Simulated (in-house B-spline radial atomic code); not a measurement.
Ionisation energies along the 41-electron series, configuration 1s2 2s2 2p6 3s2 3p6 3d10 4s2 4p6 4d3/2(4) 4d5/2(1), as differences of self-consistent energies. Dirac energy differences include first-order Breit, QED and recoil terms. NIST's values go from ground level to ground level; the uncertainty of those that are theory runs from under 0.1 % in few-electron ions to several per cent in heavy many-electron ones. Computed with a B-spline radial code for spherical atoms: Dirac-Hartree-Fock, jj configuration that fills j = l - 1/2 first, finite nuclei.

A number in brackets counts the electrons of a j subshell.

```tsv
ion	configuration after	ionisation energy (eV)	IE/(q+1)² (eV)	-ε less Coulomb ΔSCF (eV)	Breit and QED recoil part (eV)	tabulated value (eV)	tabulated kind	computed minus tabulated (eV)
Mo+	[Kr] 4d3/2(4)	13.3	3.3295	1.2133	0.014955	16.16	semi-empirical	-2.8
Tc2+	[Kr] 4d3/2(4)	26.6	2.9595	1.1218	0.019612	29.55	semi-empirical	-2.9
Ru3+	[Kr] 4d3/2(4)	42.5	2.6537	1.0803	0.022838	45	tabulated theory	-2.5
Rh4+	[Kr] 4d3/2(4)	60.5	2.421	1.0605	0.024932	63	tabulated theory	-2.5
Pd5+	[Kr] 4d3/2(4)	80.7	2.2413	1.0512	0.026029	84.1	tabulated theory	-3.4
Ag6+	[Kr] 4d3/2(4)	102.9	2.0991	1.0475	0.026182	106	tabulated theory	-3.1
Cd7+	[Kr] 4d3/2(4)	127.0	1.9839	1.047	0.025408	130.1	tabulated theory	-3.1
In8+	[Kr] 4d3/2(4)	153.0	1.8888	1.0484	0.023696	156	tabulated theory	-3.0
Sn9+	[Kr] 4d3/2(4)	180.9	1.8088	1.0511	0.021023	184	tabulated theory	-3.1
Sb10+	[Kr] 4d3/2(4)	210.6	1.7406	1.0546	0.017355	214	tabulated theory	-3.4
Te11+	[Kr] 4d3/2(4)	242.2	1.6817	1.0586	0.012667	245	tabulated theory	-2.8
I12+	[Kr] 4d3/2(4)	275.5	1.6304	1.0629	0.0068931	279	tabulated theory	-3.5
Xe13+	[Kr] 4d3/2(4)	310.7	1.5852	1.0674	1.6735e-05	314	tabulated theory	-3.3
Cs14+	[Kr] 4d3/2(4)	347.6	1.5451	1.072	-0.008023	352	tabulated theory	-4.4
Ba15+	[Kr] 4d3/2(4)	386.4	1.5092	1.0767	-0.01726	390	tabulated theory	-3.6
La16+	[Kr] 4d3/2(4)	426.9	1.477	1.0814	-0.027756	431	tabulated theory	-4.1
```
